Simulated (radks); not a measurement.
Excited configurations of Eu II: one electron is placed in a higher orbital outside [Xe] 4f7. The ground configuration is [Xe] 4f7 6s1. Calculated with a radial shooting solver on a logarithmic mesh with Libxc functionals: Dirac Kohn-Sham, BLYP, spin-unpolarised, spherical densities, finite nucleus; open shells fill j = l - 1/2 first; Fermi nuclear charge, rms radius 5.1115 fm. Excitation = E - E(ground); binding = E(ion) - E, where the ion is the core of charge +2; n* = 2/sqrt(2 binding) in atomic units, and the quantum defect is n - n*.

| outer orbital | excitation (eV) | binding (eV) | n* | quantum defect | eigenvalue (eV) |
|---|---|---|---|---|---|
| 5d3/2 | 1.573 | 9.775 | 2.360 | 2.640 | -6.069 |
| 6p1/2 | 3.035 | 8.313 | 2.559 | 3.441 | -6.094 |
| 7s1/2 | 5.910 | 5.438 | 3.164 | 3.836 | -4.246 |
| 7d3/2 | 8.433 | 2.915 | 4.321 | 2.679 | -2.208 |

The Delta-SCF ionisation energy is 11.348 eV (NIST Atomic Spectra Database: 11.24 eV, semi-empirical). Self-interaction in the functional shifts the binding energies and quantum defects, so they are the method's values and not measured ones. Spin polarisation and multiplet splitting are left out, so open shells lie too high by an amount that depends on their filling.

Beside tabulated values, note that spin-unpolarised runs miss the spin-polarisation part of the exchange energy of open shells.
